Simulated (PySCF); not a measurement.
## How methods differ on the ionisation energy of Kr⁺

Kr⁺ [Ar] 3d10 4s2 4p5 (2P) → Kr²⁺ [Ar] 3d10 4s2 4p4 (3P), as a difference of total energies. All numbers are calculated (PySCF 2.14, scalar relativity by spin-free X2C-1e, in Sapporo-DKH3-DZP-2012 (6s5p3d1f, 43 functions)). Correlated levels: valence: [Ar] 3d10 frozen. The calculations carry no spin-orbit coupling.

```
           method  ionisation energy (eV)
              UHF                  23.285
             PBE0                  24.403
           M06-2X                  24.230
    MP2 (valence)                  23.883
SCS-MP2 (valence)                  23.853
   CCSD (valence)                  23.839
CCSD(T) (valence)                  23.847
```

How much does correlation contribute at CCSD(T) (valence)?

23.847 − (23.285) = 0.562 eV, measured against UHF.

The reference lies between the lowest fine-structure levels, while these numbers refer to the centres of the terms.

Errors of the correlated levels include the incompleteness of this basis and the frozen core.

For comparison: 24.360 eV (measured; NIST Atomic Spectra Database, ionization energies).
